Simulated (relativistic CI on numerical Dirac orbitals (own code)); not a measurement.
# Spin-allowed bands of a d7 ion in a tetrahedral site, by hand

Problem. Take Δ = 4200 cm⁻¹ and B = 400 cm⁻¹ for a d7 ion in a tetrahedral site. Calculate the three spin-allowed bands.

Working.
1. The terms of highest spin are 4F (energy 0) and 4P (15B = 6000 cm⁻¹). Here the F term splits into A2 at −1.2Δ = -5040, T2 at −0.2Δ = -840 and T1 at +0.6Δ = 2520 cm⁻¹.
2. The two T1 states mix through the element 0.4Δ: H = [[2520, 1680], [1680, 6000]], with roots ½(H₁₁ + H₂₂) ∓ ½√[(H₂₂ − H₁₁)² + 4H₁₂²] = ½(8520) ∓ ½(4837) = 1841 and 6679 cm⁻¹.
3. The ground term is 4A2 at -5040 cm⁻¹.
4. Bands: 4T2 4200 cm⁻¹ (2381 nm), 4T1(F) 6881 cm⁻¹ (1453 nm), 4T1(P) 11719 cm⁻¹ (853 nm).

Check. Exact diagonalisation of the whole d7 shell with these parameters gives 4T2 4200, 4T1 6881, 4T1 11719 cm⁻¹. The match is exact, since without spin-orbit coupling no other term has this spin. The ratio of the second band to the first, 1.638, depends on Δ/B = 10.5 alone, which is how a Tanabe-Sugano diagram is read.
